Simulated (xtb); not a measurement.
C$_{6}$H$_{13}$O$_{3}$, doublet, at a GFN2-xTB geometry; GFN1-xTB (xtb).

The xtb input:
```
$ xtb mol.xyz --gfn 1 --uhf 1 --ohess --json

# file mol.xyz
22

C      3.36064233     1.13411996     0.15655927
O      2.62953146     0.11588340     0.78942330
C      2.22133277    -0.94172670    -0.09804301
C      1.25314828    -0.53894923    -1.14089440
O      0.00129196    -0.06426956    -0.88193957
C     -0.48688719    -0.17092261     0.43625535
C     -1.86297788     0.48259182     0.49499214
O     -2.83009356    -0.44972084     0.07609765
C     -4.12156186     0.09347466     0.00147380
H      4.26124644     0.73273269    -0.32464664
H      3.64877088     1.83563462     0.93738071
H      2.75890333     1.65451577    -0.59736372
H      3.10977918    -1.36258816    -0.58736420
H      1.80054811    -1.68820087     0.58400122
H      1.56855606    -0.28421466    -2.13716396
H      0.20109800     0.32322106     1.13334684
H     -0.59097708    -1.22575139     0.72067255
H     -1.87143081     1.36632226    -0.15998179
H     -2.07479961     0.80865985     1.52579531
H     -4.45427923     0.46529645     0.97939490
H     -4.16687391     0.91790725    -0.72102446
H     -4.77855904    -0.71020645    -0.32375694
```

The log (banner, timings and long lists left out):

```
   ID    Z sym.   atoms
    1    6 C      1, 3, 4, 6, 7, 9
    2    8 O      2, 5, 8
    3    1 H      10-22

           -------------------------------------------------
          |                Calculation Setup                |
           -------------------------------------------------

           -------------------------------------------------
          |                 G F N 1 - x T B                 |
           -------------------------------------------------

          ...................................................
          :                      SETUP                      :
          :.................................................:
          :  # basis functions                  62          :
          :  # atomic orbitals                  62          :
          :  # shells                           44          :
          :  # electrons                        55          :
          :  # halogen bonds                     0          :
          :  max. iterations                   250          :
          :  Hamiltonian                  GFN1-xTB          :
          :  restarted?                      false          :
          :  GBSA solvation                  false          :
          :  PC potential                    false          :
          :  electronic temp.          300.0000000     K    :
          :  accuracy                    1.0000000          :
          :  -> integral cutoff          0.2500000E+02      :
          :  -> integral neglect         0.1000000E-07      :
          :  -> SCF convergence          0.1000000E-05 Eh   :
          :  -> wf. convergence          0.2000000E-04 e    :
          :  Broyden damping             0.4000000          :
          :  net charge                          0          :
          :  unpaired electrons                  1          :
          ...................................................

 iter      E             dE          RMSdq      gap      omega  full diag
   1    -33.9038898 -0.339039E+02  0.739E+00    4.08       0.0  T
   2    -33.9928934 -0.890036E-01  0.445E+00    4.64       1.0  T
   3    -33.9941763 -0.128292E-02  0.951E-01    4.91       1.0  T
   4    -33.9962642 -0.208785E-02  0.560E-02    4.87       1.0  T
   5    -33.9963219 -0.577339E-04  0.861E-03    4.85       2.5  T
   6    -33.9963231 -0.115979E-05  0.876E-04    4.84      24.3  T
   7    -33.9963231 -0.824760E-08  0.288E-04    4.84      73.9  T
   8    -33.9963231 -0.730957E-09  0.442E-05    4.84     482.2  T
   9    -33.9963231 -0.119726E-10  0.129E-05    4.84    1655.4  T

   *** convergence criteria satisfied after 9 iterations ***

         :::::::::::::::::::::::::::::::::::::::::::::::::::::
         ::                     SUMMARY                     ::
         :::::::::::::::::::::::::::::::::::::::::::::::::::::
         :: total energy             -33.714081116541 Eh    ::
         :: gradient norm              0.017587973357 Eh/a0 ::
         :: HOMO-LUMO gap              4.838222861537 eV    ::
         ::.................................................::
         :: SCC energy               -33.996323062355 Eh    ::
         :: -> electrostatic           0.109125601658 Eh    ::
         :: repulsion energy           0.290109301451 Eh    ::
         :: dispersion energy         -0.007867355636 Eh    ::
         :: halogen bond corr.         0.000000000000 Eh    ::
         :: add. restraining           0.000000000000 Eh    ::
         :: total charge               0.000000000000 e     ::
         :::::::::::::::::::::::::::::::::::::::::::::::::::::

      -----------------------------------------------------------
     |                   =====================                   |
     |                        A N C O P T                        |
     |                   =====================                   |
     |               Approximate Normal Coordinate               |
     |                Rational Function Optimizer                |
      -----------------------------------------------------------
      -----------------------------------------------------------
     |                   =====================                   |
     |                        A N C O P T                        |
     |                   =====================                   |
     |               Approximate Normal Coordinate               |
     |                Rational Function Optimizer                |
      -----------------------------------------------------------

          ...................................................
          :                      SETUP                      :
          :.................................................:
          :   optimization level            normal          :
          :   max. optcycles                   200          :
          :   ANC micro-cycles                  20          :
          :   degrees of freedom                60          :
          :.................................................:
          :   RF solver                   davidson          :
          :   write xtbopt.log                true          :
          :   linear?                        false          :
          :   energy convergence         0.5000000E-05 Eh   :
          :   grad. convergence          0.1000000E-02 Eh/α :
          :   maxmium RF displ.          1.0000000          :
          :   Hlow (freq-cutoff)         0.1000000E-01      :
          :   Hmax (freq-cutoff)         5.0000000          :
          :   S6 in model hess.         20.0000000          :
          ...................................................

generating ANC from exact Hessian ...
Using Lindh-Hessian (1995)
 Shifting diagonal of input Hessian by    9.3978234461027117E-003
 Lowest  eigenvalues of input Hessian
    0.000000    0.000000    0.000000    0.000000    0.000000    0.000000
    0.010000    0.010371    0.011426    0.013090    0.013905    0.016085
[...]
 * total energy  :   -33.7152430 Eh     change       -0.3749151E-04 Eh
 * total energy  :   -33.7152829 Eh     change       -0.3992015E-04 Eh
 * total energy  :   -33.7153043 Eh     change       -0.2139165E-04 Eh
 * total energy  :   -33.7153442 Eh     change       -0.3990751E-04 Eh
 * total energy  :   -33.7153564 Eh     change       -0.1219485E-04 Eh
 * total energy  :   -33.7153745 Eh     change       -0.1808757E-04 Eh
 * total energy  :   -33.7153839 Eh     change       -0.9444148E-05 Eh
 * total energy  :   -33.7153928 Eh     change       -0.8916531E-05 Eh
 * total energy  :   -33.7153993 Eh     change       -0.6407415E-05 Eh
 * total energy  :   -33.7154053 Eh     change       -0.6044197E-05 Eh
 * total energy  :   -33.7154107 Eh     change       -0.5444088E-05 Eh
 * total energy  :   -33.7154139 Eh     change       -0.3161087E-05 Eh
   *** GEOMETRY OPTIMIZATION CONVERGED AFTER 17 ITERATIONS ***
         :: total energy             -33.715413902051 Eh    ::
[...]
  49:  1.48  50:  1.49  51:  1.85  52:  1.48  53:  1.50  54:  1.62  55:  1.63  56:  1.78
  57:  1.38  58:  1.44  59:  1.55  60:  1.96  61:  1.88  62:  1.97  63:  1.84  64:  1.86
  65:  1.86  66:  1.82
 IR intensities (km·mol⁻¹)
   1:  0.06   2:  0.92   3:  0.01   4:  0.18   5:  0.10   6:  0.01   7:  0.60   8:  0.61
   9:  2.05  10: 14.28  11:  9.73  12:  6.00  13:  5.97  14:  7.40  15:  8.97  16:  5.10
  17:  3.98  18:  3.47  19: 11.84  20: 16.60  21: 14.49  22: 33.95  23: 20.20  24: 18.00
  25: 56.30  26: 14.02  27: 11.13  28: 25.57  29:  9.92  30: 11.11  31: 78.19  32: 94.26
  33:  1.82  34:  4.05  35:  6.32  36:  3.86  37: 17.48  38: 27.72  39: 27.77  40: 17.22
  41: 14.24  42:  3.36  43: 22.60  44: 66.66  45:  0.35  46:  0.43  47:  6.09  48:  3.95
  49:  7.97  50:  7.01  51:  4.07  52:  7.66  53:  6.28  54: 34.93  55: 35.86  56: 18.64
  57: 46.61  58: 47.82  59: 32.89  60: 33.82  61: 25.99  62: 23.55  63: 17.26  64: 16.00
  65: 16.13  66: 20.77
 Raman intensities (Ä⁴*amu⁻¹)
   1:  0.00   2:  0.00   3:  0.00   4:  0.00   5:  0.00   6:  0.00   7:  0.00   8:  0.00
   9:  0.00  10:  0.00  11:  0.00  12:  0.00  13:  0.00  14:  0.00  15:  0.00  16:  0.00
  17:  0.00  18:  0.00  19:  0.00  20:  0.00  21:  0.00  22:  0.00  23:  0.00  24:  0.00
  25:  0.00  26:  0.00  27:  0.00  28:  0.00  29:  0.00  30:  0.00  31:  0.00  32:  0.00
  33:  0.00  34:  0.00  35:  0.00  36:  0.00  37:  0.00  38:  0.00  39:  0.00  40:  0.00
  41:  0.00  42:  0.00  43:  0.00  44:  0.00  45:  0.00  46:  0.00  47:  0.00  48:  0.00
  49:  0.00  50:  0.00  51:  0.00  52:  0.00  53:  0.00  54:  0.00  55:  0.00  56:  0.00
Molecule has no symmetry elements
It seems to be the C1 point group
  57:  0.00  58:  0.00  59:  0.00  60:  0.00  61:  0.00  62:  0.00  63:  0.00  64:  0.00
  65:  0.00  66:  0.00
 output can be read by thermo (or use thermo option).
 writing <g98.out> molden fake output.
 recommended (thermochemical) frequency scaling factor: 1.0
           -------------------------------------------------
          |             Thermodynamic Functions             |
           -------------------------------------------------

c1  symmetry found (for desy threshold:  0.10E+00) used in thermo

          ...................................................
          :                      SETUP                      :
          :.................................................:
          :  # frequencies                          60      :
          :  # imaginary freq.                       0      :
          :  linear?                             false      :
          :  only rotor calc.                    false      :
          :  symmetry                               c1      :
          :  rotational number                       1      :
          :  scaling factor                  1.0000000      :
          :  rotor cutoff                   50.0000000 cm⁻¹ :
          :  imag. cutoff                  -20.0000000 cm⁻¹ :
          :.................................................:

    mode    ω/cm⁻¹     T·S(HO)/kcal·mol⁻¹    T·S(FR)/kcal·mol⁻¹   T·S(vib)
   ------------------------------------------------------------------------
       1     27.65    -1.78637 (  8.55%)    -1.23179 ( 91.45%)    -1.27919
       2     36.46    -1.62273 ( 22.04%)    -1.14988 ( 77.96%)    -1.25411
       3     55.24    -1.37761 ( 59.83%)    -1.02690 ( 40.17%)    -1.23673
       4     64.66    -1.28491 ( 73.66%)    -0.98025 ( 26.34%)    -1.20467
       5     99.63    -1.03208 ( 94.03%)    -0.85224 (  5.97%)    -1.02135
       6    129.60    -0.88015 ( 97.83%)    -0.77435 (  2.17%)    -0.87785
       7    170.03    -0.72605 ( 99.26%)    -0.69392 (  0.74%)    -0.72581
       8    179.02    -0.69725 ( 99.40%)    -0.67865 (  0.60%)    -0.69714
       9    194.05    -0.65258 ( 99.56%)    -0.65477 (  0.44%)    -0.65259
      10    270.92    -0.47416 ( 99.88%)    -0.55593 (  0.12%)    -0.47425
      11    279.63    -0.45793 ( 99.90%)    -0.54655 (  0.10%)    -0.45802
   ------------------------------------------------------------------------

   temp. (K)  partition function   enthalpy   heat capacity  entropy
                                   cal/mol     cal/K/mol   cal/K/mol   J/K/mol
 298.15  VIB  0.874E+05             5843.590     31.313     38.488
         ROT  0.700E+06              888.752      2.981     29.728
         INT  0.612E+11             6732.342     34.294     68.216
         TR   0.149E+28             1481.254      4.968     40.553
         TOT                        8213.5961    39.2622   108.7696   455.0920

       T/K    H(0)-H(T)+PV         H(T)/Eh          T*S/Eh         G(T)/Eh
   ------------------------------------------------------------------------
    298.15    0.130892E-01    0.198556E+00    0.516799E-01    0.146877E+00
   ------------------------------------------------------------------------

         :::::::::::::::::::::::::::::::::::::::::::::::::::::
         ::                  THERMODYNAMIC                  ::
         :::::::::::::::::::::::::::::::::::::::::::::::::::::
         :: total free energy         -33.568537385659 Eh   ::
         ::.................................................::
         :: total energy              -33.715413902051 Eh   ::
         :: zero point energy           0.185467261228 Eh   ::
         :: G(RRHO) w/o ZPVE           -0.038590744836 Eh   ::
         :: G(RRHO) contrib.            0.146876516392 Eh   ::
         :::::::::::::::::::::::::::::::::::::::::::::::::::::

optimized geometry written to: xtbopt.xyz

           -------------------------------------------------
          | TOTAL ENERGY              -33.715413902051 Eh   |
          | TOTAL ENTHALPY            -33.516857442231 Eh   |
          | TOTAL FREE ENERGY         -33.568537385659 Eh   |
          | GRADIENT NORM               0.000489457587 Eh/α |
          | HOMO-LUMO GAP               4.909032888906 eV   |
           -------------------------------------------------

normal termination of xtb
```
